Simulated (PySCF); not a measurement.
**How methods differ on the ionisation energy of B⁺**

B⁺ [He] 2s2 (1S) → B²⁺ [He] 2s1 (2S), as a difference of total energies. All numbers are calculated (PySCF 2.14, scalar relativity by spin-free X2C-1e, in ANO-RCC-VTZP (4s3p2d1f, 30 functions)). Correlated levels: valence: 1s2 frozen. The calculations carry no spin-orbit coupling.

```tsv
method	ionisation energy (eV)
UHF	23.455
MP2 (valence)	24.431
SCS-MP2 (valence)	24.626
CCSD (valence)	25.093
```

Errors of the correlated levels include the incompleteness of this basis and the frozen core.

With two correlated electrons CCSD is exact in that space.

The coupled-cluster amplitudes are large for B⁺ (T1 above 0.03 or a double amplitude above 0.15), so a single reference is strained.

Which method comes closest to the reference value, and which is furthest?

The reference is 25.155 eV (measured; NIST Atomic Spectra Database, ionization energies). Closest: CCSD (valence) (error -0.062 eV); furthest: UHF (error -1.700 eV).
